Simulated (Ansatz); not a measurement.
The cluster Sb4⁻ was relaxed with PBE0-D4 (def2-SVPD) in Ansatz in these states: charge -1 doublet, charge -1 quartet. The geometries follow in no particular order.

In the def2 sets Sb takes a core potential; there is no spin–orbit coupling.

A:

Cartesian coordinates in Å:
```
Sb -0.9177 -0.9883 -1.3391
Sb 1.7307 -0.2730 -0.7452
Sb -1.4064 1.2528 0.2787
Sb 0.5934 0.0085 1.8056
```

B:

| atom | x (Å) | y (Å) | z (Å) |
| --- | --- | --- | --- |
| Sb1 | -1.002 | -1.227 | 0.472 |
| Sb2 | 1.582 | -0.241 | 1.104 |
| Sb3 | -0.073 | -0.063 | -1.942 |
| Sb4 | -0.506 | 1.531 | 0.366 |

Task: Judge from the bond lengths which geometry belongs to which state (an estimate).

Result: A is the charge -1 quartet (Sb1–Sb4 3.628 Å, Sb3–Sb4 2.807 Å, Sb1–Sb2 2.807 Å); B is the charge -1 doublet (Sb1–Sb4 2.804 Å, Sb3–Sb4 2.837 Å, Sb1–Sb2 2.837 Å).

At PBE0-D4/def2-TZVPD a doublet lies 0.69 eV below the charge -1 quartet. These are the stationary points nearest to one start from a short search; other shapes may lie lower in each state.
